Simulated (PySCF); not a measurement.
# Radial density of Ti⁵⁺ (titanium, charge +5)

UHF, [Ne] 3s2 3p5, 2P determinant. Calculation: PySCF 2.14, in an uncontracted even-tempered set (19 s from 0.13 bohr⁻², ratio 2.5; 13 p from 0.17 bohr⁻², ratio 2.5; 5 d from 2.3 bohr⁻², ratio 2.7; 5 f from 3.5 bohr⁻², ratio 2.7); the non-relativistic Hamiltonian (point nucleus).

```csv
r (bohr),4πr²ρ (e/bohr),4πr²(ρα − ρβ)
0.000932,0.07475,0.0000
0.00157,0.2056,0.0000
0.00264,0.5551,0.0000
0.00443,1.451,0.0000
0.00746,3.595,0.0002
0.0125,8.138,0.0006
0.0211,15.85,0.0025
0.0355,24.09,0.0127
0.0597,25.19,0.0582
0.100,19.66,0.1942
0.169,24.53,0.3450
0.284,25.24,0.1144
0.478,8.799,0.1853
0.804,8.790,1.2028
1.35,3.733,0.5352
2.27,0.1211,0.0158
3.82,5.265e-05,0.0000
```
